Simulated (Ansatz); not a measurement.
`CB(F)[CH2][AlH2]` + H₂ → `CB[CH2][AlH2]` + H–F at 298.15 K and 1 bar (hydrogenolysis of a B–F bond).

Gas-phase electronic energies from Ansatz, PBE0-D4/def2-TZVP geometries. CCSD(T)/CBS is the MP2 limit (def2-TZVPP, def2-QZVPP) plus CCSD(T) − MP2 in def2-TZVPP, frozen cores. This one scheme is used for every species. Each species was taken in one conformer, which may not be the lowest.

```csv
species,CCSD(T)/CBS energy (Eh),H − E (kJ/mol),S (J/(mol·K))
`CB(F)[CH2][AlH2]`,-446.99161,241.8,371.8
H₂,-1.17544,35.1,130.4
`CB[CH2][AlH2]`,-347.72419,254.2,349.4
H–F,-100.39570,33.5,173.6
```

H − E and S are ideal-gas, rigid-rotor, harmonic terms from PBE0-D4/def2-TZVP, for one conformer and one mirror image of each species. For small species the MP2-based limit differs from directly extrapolated CCSD(T) by up to some mEh (0.8 for H₂); such offsets cancel only in part. 1 Eh = 2625.50 kJ/mol, R = 8.31446 J/(mol·K).

Task: By hand: ΔE, ΔH, ΔS and ΔG.

Result: ΔE = (-347.72419) + (-100.39570) − (-446.99161) − (-1.17544) = 0.04716 Eh = 123.8 kJ/mol. Δ(H − E) = 254.2 + 33.5 − 241.8 − 35.1 = 10.8, so ΔH = 134.6 kJ/mol. ΔS = 349.4 + 173.6 − 371.8 − 130.4 = 20.8 J/(mol·K). ΔG = 134.6 − 298.15 × (20.8)/1000 = 128.4 kJ/mol.

Task: By hand: the equilibrium constant, and the temperature at which ΔG would vanish if ΔH and ΔS stayed fixed.

Result: log₁₀ K = −ΔG/(RT ln 10) = -22.5. ΔG = 0 at ΔH/ΔS = 6471 K, far beyond where these terms or the molecules hold.

ΔH outweighs TΔS. A doubt of 5 kJ/mol in ΔE shifts log₁₀ K by 0.9 here. Other conformers and mirror images would add mixing entropy, several J/(mol·K) or more a flexible species. Modes under 60 cm⁻¹, often nearly free rotors, make the harmonic entropy too high. These are equilibria of isolated gas molecules and say nothing of rates. Largest T1 diagnostic: 0.012 (customary marks: 0.02 for closed shells, 0.045 for open ones).
